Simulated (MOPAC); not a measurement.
MOPAC input (PM3):

```
PM3 PRECISE GNORM=0.05 LET XYZ CHARGE=-1 GEO-OK AUX(PRECISION=9) THREADS=1
CH6NSi

C    -1.65374600 1    0.18441700 1   -0.09127600 1
N    -0.42156000 1   -0.50518300 1   -0.39285100 1
Si    1.11720000 1    0.11703400 1    0.39379600 1
H    -1.76278200 1    1.18704300 1   -0.55378400 1
H    -1.71206000 1    0.34233600 1    0.99163100 1
H    -2.54168700 1   -0.39783600 1   -0.38883900 1
H    -0.34324000 1   -0.65293700 1   -1.39195600 1
H     2.05652800 1   -0.92282200 1   -0.25345900 1
H     1.53583900 1    1.23551300 1   -0.61912500 1
```

Output:

```
 *******************************************************************************
 **                                                                           **
 **                              MOPAC v23.2.5                                **
 **                                                                           **
 *******************************************************************************
 ** MOPAC's Digital Object Identifier: https://doi.org/10.5281/zenodo.6511958 **
 **                                                                           **
 ** Please cite the open-source release paper for use of this MOPAC version:  **
 ** J. E. Moussa and J. J. P. Stewart (2026)                                  **
 ** MOPAC: An open-source semiempirical molecular orbital program             **
 ** J. Open Source Softw., 11(119), 8025, https://doi.org/10.21105/joss.08025 **
 *******************************************************************************

                              PM3 CALCULATION RESULTS

 *******************************************************************************
 *  PM3        - The PM3 Hamiltonian to be used
 *  GEO-OK     - OVERRIDE INTERATOMIC DISTANCE AND OTHER SAFETY CHECKS
 *
 *
 *
 *                 CHARGE ON SYSTEM = -1
 *
 *
 *
 *  LET        - OVERRIDE SOME SAFETY CHECKS
 *  PRECISE    - TIGHTER CRITERIA TO BE USED
 *  XYZ        - CARTESIAN COORDINATE SYSTEM TO BE USED
 *  GNORM      - EXIT WHEN GRADIENT NORM DROPS BELOW 0.050
 *  AUX        - OUTPUT AUXILIARY INFORMATION
 *******************************************************************************
PM3 PRECISE GNORM=0.05 LET XYZ CHARGE=-1 GEO-OK AUX(PRECISION=9) THREADS=1
 CH6NSi

   ATOM   CHEMICAL          X               Y               Z
  NUMBER   SYMBOL      (ANGSTROMS)     (ANGSTROMS)     (ANGSTROMS)

     1       C         -1.65374600  *   0.18441700  *  -0.09127600  *
     2       N         -0.42156000  *  -0.50518300  *  -0.39285100  *
     3      Si          1.11720000  *   0.11703400  *   0.39379600  *
     4       H         -1.76278200  *   1.18704300  *  -0.55378400  *
     5       H         -1.71206000  *   0.34233600  *   0.99163100  *
     6       H         -2.54168700  *  -0.39783600  *  -0.38883900  *
     7       H         -0.34324000  *  -0.65293700  *  -1.39195600  *
     8       H          2.05652800  *  -0.92282200  *  -0.25345900  *
     9       H          1.53583900  *   1.23551300  *  -0.61912500  *

          CARTESIAN COORDINATES

    NO.       ATOM           X           Y           Z

     1         C         -1.6537      0.1844     -0.0913
     2         N         -0.4216     -0.5052     -0.3929
     3        Si          1.1172      0.1170      0.3938
     4         H         -1.7628      1.1870     -0.5538
     5         H         -1.7121      0.3423      0.9916
     6         H         -2.5417     -0.3978     -0.3888
     7         H         -0.3432     -0.6529     -1.3920
     8         H          2.0565     -0.9228     -0.2535
     9         H          1.5358      1.2355     -0.6191

  H: (PM3): J. J. P. STEWART, J. COMP. CHEM. 10, 209 (1989).
  C: (PM3): J. J. P. STEWART, J. COMP. CHEM. 10, 209 (1989).
  N: (PM3): J. J. P. STEWART, J. COMP. CHEM. 10, 209 (1989).
 Si: (PM3): J. J. P. STEWART, J. COMP. CHEM. 10, 209 (1989).

           Empirical Formula: C H6 N Si  =     9 atoms

      MOLECULAR POINT GROUP   :   C1

      RHF CALCULATION, NO. OF DOUBLY OCCUPIED LEVELS = 10

          Geometry optimization using EF

          DIAGONAL MATRIX USED AS START HESSIAN

 CYCLE:     1  GRAD.:    36.716 HEAT: -25.28556
 CYCLE:     2  GRAD.:   226.190 HEAT: -12.11647
 CYCLE:     3  GRAD.:    83.546 HEAT: -23.89549
 CYCLE:     4  GRAD.:   283.592 HEAT: -7.825697
 CYCLE:     5  GRAD.:   142.837 HEAT: -16.07780
 CYCLE:     6  GRAD.:   125.577 HEAT: -20.73074
 CYCLE:     7  GRAD.:   140.311 HEAT: -18.30872
 CYCLE:     8  GRAD.:   113.229 HEAT: -21.07831
 CYCLE:     9  GRAD.:   120.078 HEAT: -20.42799
 CYCLE:    10  GRAD.:   181.986 HEAT: -14.41499
 CYCLE:    11  GRAD.:    44.747 HEAT: -25.29406
 CYCLE:    12  GRAD.:    62.834 HEAT: -24.79600
 CYCLE:    13  GRAD.:    35.356 HEAT: -25.94740
 CYCLE:    14  GRAD.:    29.885 HEAT: -26.15501
 CYCLE:    15  GRAD.:     3.874 HEAT: -26.73130
 CYCLE:    16  GRAD.:     2.819 HEAT: -26.75307
 CYCLE:    17  GRAD.:     4.086 HEAT: -26.78600
 CYCLE:    18  GRAD.:     3.755 HEAT: -26.82564
 CYCLE:    19  GRAD.:     1.473 HEAT: -26.83564
 CYCLE:    20  GRAD.:     1.327 HEAT: -26.83877
 CYCLE:    21  GRAD.:     1.721 HEAT: -26.84426
 CYCLE:    22  GRAD.:     3.149 HEAT: -26.86059
 CYCLE:    23  GRAD.:     4.218 HEAT: -26.88818
 CYCLE:    24  GRAD.:     6.293 HEAT: -26.91629
 CYCLE:    25  GRAD.:     3.277 HEAT: -26.95296
 CYCLE:    26  GRAD.:     2.982 HEAT: -26.99511
 CYCLE:    27  GRAD.:     3.234 HEAT: -27.01356
 CYCLE:    28  GRAD.:     2.272 HEAT: -27.02864
 CYCLE:    29  GRAD.:     2.422 HEAT: -27.04126
 CYCLE:    30  GRAD.:     2.191 HEAT: -27.05354
 CYCLE:    31  GRAD.:     5.840 HEAT: -27.04371
 CYCLE:    32  GRAD.:     0.909 HEAT: -27.06438
 CYCLE:    33  GRAD.:     0.685 HEAT: -27.06969
 CYCLE:    34  GRAD.:     4.306 HEAT: -27.07481
 CYCLE:    35  GRAD.:     0.799 HEAT: -27.08262
 CYCLE:    36  GRAD.:     0.963 HEAT: -27.08893
 CYCLE:    37  GRAD.:    26.904 HEAT: -26.60030
 CYCLE:    38  GRAD.:     0.566 HEAT: -27.09408
 CYCLE:    39  GRAD.:     0.669 HEAT: -27.09748
 CYCLE:    40  GRAD.:     2.471 HEAT: -27.12485
 CYCLE:    41  GRAD.:    11.380 HEAT: -27.07110
 CYCLE:    42  GRAD.:     1.165 HEAT: -27.12386
 CYCLE:    43  GRAD.:     0.472 HEAT: -27.13547
 CYCLE:    44  GRAD.:    33.603 HEAT: -26.34412
 CYCLE:    45  GRAD.:     0.617 HEAT: -27.14021
 CYCLE:    46  GRAD.:     0.566 HEAT: -27.14519
 CYCLE:    47  GRAD.:    22.309 HEAT: -26.86657
 CYCLE:    48  GRAD.:     0.517 HEAT: -27.15472
 CYCLE:    49  GRAD.:     0.595 HEAT: -27.16442
 CYCLE:    50  GRAD.:    28.971 HEAT: -26.64655
 CYCLE:    51  GRAD.:     0.513 HEAT: -27.17327
 CYCLE:    52  GRAD.:     0.627 HEAT: -27.18234
 CYCLE:    53  GRAD.:    59.801 HEAT: -24.50965
 CYCLE:    54  GRAD.:     5.640 HEAT: -27.24115
 CYCLE:    55  GRAD.:     4.056 HEAT: -27.25281
 CYCLE:    56  GRAD.:     3.169 HEAT: -27.26020
 CYCLE:    57  GRAD.:     2.293 HEAT: -27.28163
 CYCLE:    58  GRAD.:     2.170 HEAT: -27.29487
 CYCLE:    59  GRAD.:    25.680 HEAT: -26.99134
 CYCLE:    60  GRAD.:     1.844 HEAT: -27.31870
 CYCLE:    61  GRAD.:     1.579 HEAT: -27.34153
 CYCLE:    62  GRAD.:     8.988 HEAT: -27.33605
 CYCLE:    63  GRAD.:    23.513 HEAT: -27.07120
 CYCLE:    64  GRAD.:     1.836 HEAT: -27.38716
 CYCLE:    65  GRAD.:     1.150 HEAT: -27.41061
 CYCLE:    66  GRAD.:    13.431 HEAT: -27.37917
 CYCLE:    67  GRAD.:     1.708 HEAT: -27.44574
 CYCLE:    68  GRAD.:     1.948 HEAT: -27.46785
 CYCLE:    69  GRAD.:    24.096 HEAT: -27.11799
 CYCLE:    70  GRAD.:     1.439 HEAT: -27.48417
 CYCLE:    71  GRAD.:     1.430 HEAT: -27.49601
 CYCLE:    72  GRAD.:    48.410 HEAT: -25.75350
 CYCLE:    73  GRAD.:     2.543 HEAT: -27.54877
 CYCLE:    74  GRAD.:     1.778 HEAT: -27.55337
 CYCLE:    75  GRAD.:     1.354 HEAT: -27.55774
 CYCLE:    76  GRAD.:     1.306 HEAT: -27.57436
 CYCLE:    77  GRAD.:     2.472 HEAT: -27.58909
 CYCLE:    78  GRAD.:     7.064 HEAT: -27.55160
 CYCLE:    79  GRAD.:     1.432 HEAT: -27.59480
 CYCLE:    80  GRAD.:     0.956 HEAT: -27.59654
 CYCLE:    81  GRAD.:     0.493 HEAT: -27.59830
 CYCLE:    82  GRAD.:     0.501 HEAT: -27.59931
 CYCLE:    83  GRAD.:     0.266 HEAT: -27.59980
 CYCLE:    84  GRAD.:     0.206 HEAT: -27.60000
 CYCLE:    85  GRAD.:     0.255 HEAT: -27.60018
 CYCLE:    86  GRAD.:     0.418 HEAT: -27.60036
 CYCLE:    87  GRAD.:     0.460 HEAT: -27.60056
 CYCLE:    88  GRAD.:     0.776 HEAT: -27.60100
 CYCLE:    89  GRAD.:     0.639 HEAT: -27.60131
 CYCLE:    90  GRAD.:     0.651 HEAT: -27.60146
 CYCLE:    91  GRAD.:     0.353 HEAT: -27.60236
 CYCLE:    92  GRAD.:     0.270 HEAT: -27.60251
 CYCLE:    93  GRAD.:     1.909 HEAT: -27.59495
 CYCLE:    94  GRAD.:     0.179 HEAT: -27.60270
 CYCLE:    95  GRAD.:     0.080 HEAT: -27.60272
 CYCLE:    96  GRAD.:     0.033 HEAT: -27.60272

     GRADIENT =  0.03301 IS LESS THAN CUTOFF =  0.05000

 -------------------------------------------------------------------------------
 PM3 PRECISE GNORM=0.05 LET XYZ CHARGE=-1 GEO-OK AUX(PRECISION=9) THREADS=1
 CH6NSi

     GEOMETRY OPTIMISED USING EIGENVECTOR FOLLOWING (EF).
     SCF FIELD WAS ACHIEVED

                              PM3 CALCULATION
                                                       MOPAC v23.2.5 Linux

          FINAL HEAT OF FORMATION =        -27.60272 KCAL/MOL =    -115.48980 KJ/MOL

          COSMO AREA              =        109.08 SQUARE ANGSTROMS
          COSMO VOLUME            =         97.52 CUBIC ANGSTROMS

          GRADIENT NORM           =          0.03301          =       0.01100 PER ATOM
          IONIZATION POTENTIAL    =          2.186358 EV
          HOMO LUMO ENERGIES (EV) =         -2.186  5.993
          NO. OF FILLED LEVELS    =         10
          MOLECULAR WEIGHT        =         60.1506         POINT GROUP:  C1

          MOLECULAR DIMENSIONS (Angstroms)

            Atom       Atom       Distance
            H     9    H     6     4.68442
            H     8    H     7     3.11791
            H     4    N     2     1.63585

          SCF CALCULATIONS        =         97

   ATOM   CHEMICAL          X               Y               Z
  NUMBER   SYMBOL      (ANGSTROMS)     (ANGSTROMS)     (ANGSTROMS)

     1       C         -1.59993603  *  -0.01088651  *   0.07280043  *
     2       N         -0.39751003  *  -0.31446187  *  -0.70096362  *
     3      Si          1.07730998  *   0.37401799  *   0.14415561  *
     4       H         -1.82265783  *   1.06390135  *   0.17327122  *
     5       H         -1.47628885  *  -0.42250460  *   1.08384326  *
     6       H         -2.48191759  *  -0.48782534  *  -0.38321282  *
     7       H         -0.50620362  *   0.05857621  *  -1.62135460  *
     8       H          1.28435043  *  -0.68373447  *   1.22902615  *
     9       H          2.17047439  *  -0.13045199  *  -0.79711747  *

                             CARTESIAN COORDINATES

   1    C       -1.599936033    -0.010886511     0.072800428
   2    N       -0.397510032    -0.314461868    -0.700963618
   3   Si        1.077309977     0.374017987     0.144155608
   4    H       -1.822657832     1.063901346     0.173271218
   5    H       -1.476288852    -0.422504596     1.083843259
   6    H       -2.481917588    -0.487825345    -0.383212818
   7    H       -0.506203619     0.058576210    -1.621354604
   8    H        1.284350429    -0.683734468     1.229026150
   9    H        2.170474389    -0.130451988    -0.797117473

           Empirical Formula: C H6 N Si  =     9 atoms

      MOLECULAR POINT GROUP   :   C1

                  EIGENVALUES
 -28.22127 -17.93825 -11.72909 -10.68363 -10.06241  -8.66399  -6.61770  -5.73650
  -4.96758  -2.18636   5.99306   6.82331   6.91000   8.09827   8.45287   8.56641
   9.26410  10.34880

              NET ATOMIC CHARGES AND DIPOLE CONTRIBUTIONS

  ATOM NO.   TYPE          CHARGE      No. of ELECS.   s-Pop       p-Pop
    1          C          -0.058266        4.0583     1.14318     2.91509
    2          N          -0.241809        5.2418     1.50715     3.73466
    3         Si          -0.405303        4.4053     1.57786     2.82744
    4          H           0.007318        0.9927     0.99268
    5          H           0.033716        0.9663     0.96628
    6          H          -0.014295        1.0143     1.01430
    7          H           0.031142        0.9689     0.96886
    8          H          -0.173997        1.1740     1.17400
    9          H          -0.178506        1.1785     1.17851
 DIPOLE           X         Y         Z       TOTAL
 POINT-CHG.    -4.122     0.763    -0.281     4.201
 HYBRID        -0.458    -2.527    -1.114     2.799
 SUM           -4.580    -1.764    -1.395     5.102

          ATOMIC ORBITAL ELECTRON POPULATIONS

     Atom    s        px        py        pz
    1  C   1.14318   0.95230   0.97169   0.99109
    2  N   1.50715   1.06394   1.65429   1.01643
    3 Si   1.57786   0.77368   1.16797   0.88580
    4  H   0.99268
    5  H   0.96628
    6  H   1.01430
    7  H   0.96886
    8  H   1.17400
    9  H   1.17851

 **********************
 *                    *
 * JOB ENDED NORMALLY *
 *                    *
 **********************

 == MOPAC DONE ==
```

The dipole moment of an ion depends on the origin.

The geometry given is a B3LYP-D3(BJ)/def2-TZVP minimum.
